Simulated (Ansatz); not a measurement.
`F[SiH2]OP` + H₂Se → `P[SeH]` + `O[SiH2]F` at 400 K and 1 bar (ligand exchange at a P–O bond).

Gas-phase electronic energies from Ansatz, PBE0-D4/def2-TZVP geometries. CCSD(T)/CBS adds triple-zeta CCSD(T) − MP2 to the extrapolated MP2 energy (def2 sets, frozen cores). For Se outer-core shells are correlated without core-valence functions, which leaves a few kJ/mol of doubt a bond. Scalar relativity is left out up to krypton. One conformer a species, not always the lowest.

```
    species  CCSD(T)/CBS energy (Eh)  H − E (kJ/mol)  S (J/(mol·K))
`F[SiH2]OP`               -807.49610           141.1          361.6
       H₂Se              -2401.89790            49.4          229.5
   `P[SeH]`              -2743.44381            86.8          298.2
 `O[SiH2]F`               -465.96250           110.6          296.9
```

H − E and S are ideal-gas, rigid-rotor, harmonic terms from PBE0-D4/def2-TZVP, for one conformer and one mirror image of each species. 1 Eh = 2625.50 kJ/mol, R = 8.31446 J/(mol·K).

Problem. By hand: ΔE, ΔH, ΔS and ΔG.

Solution. ΔE = (-2743.44381) + (-465.96250) − (-807.49610) − (-2401.89790) = -0.01231 Eh = -32.3 kJ/mol. Δ(H − E) = 86.8 + 110.6 − 141.1 − 49.4 = 6.9, so ΔH = -25.4 kJ/mol. ΔS = 298.2 + 296.9 − 361.6 − 229.5 = 4.0 J/(mol·K). ΔG = -25.4 − 400 × (4.0)/1000 = -27.0 kJ/mol.

Problem. By hand: the equilibrium constant, and the temperature at which ΔG would vanish if ΔH and ΔS stayed fixed.

Solution. log₁₀ K = −ΔG/(RT ln 10) = 3.5. ΔH and −TΔS have one sign here, so there is no such temperature.

The number of gas molecules stays the same, so ΔS is small and ΔH decides. A doubt of 5 kJ/mol in ΔE shifts log₁₀ K by 0.7 here. Other conformers and mirror images would add mixing entropy, several J/(mol·K) or more a flexible species. Modes under 60 cm⁻¹, often nearly free rotors, make the harmonic entropy too high. These are equilibria of isolated gas molecules and say nothing of rates. Largest T1 diagnostic: 0.013 (customary marks: 0.02 for closed shells, 0.045 for open ones).

ΔS is within the doubt of such terms, so its sign, and with it that verdict, could turn.
